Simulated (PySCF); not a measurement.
C₂H₇BrOSi, SMILES Br[SiH2]OCC.

The structure is a stationary point at PBE0-D3(BJ)/def2-SVP. Other conformers were not sampled.

Vertical ionisation energy (IE) and electron affinity (EA) in eV. Rows of orbital energies are one-electron estimates. Where ΔSCF, EOM or ADC give a negative EA the extra electron is unbound and the value depends on the basis.

```
level                                        IE    EA
-----------------------------------------  ----  ----
−ε(HOMO), −ε(LUMO), HF/def2-TZVP (PySCF)    ___   ___
−ε(HOMO), −ε(LUMO), PBE/def2-TZVP (PySCF)  6.95  0.63
```

Task: Some entries are withheld; supply them. (The exact figures need the calculation; the answer reports its results.)

Result: 
- −ε(HOMO), −ε(LUMO), HF/def2-TZVP (PySCF), IE: 11.32
- −ε(HOMO), −ε(LUMO), HF/def2-TZVP (PySCF), EA: -3.40
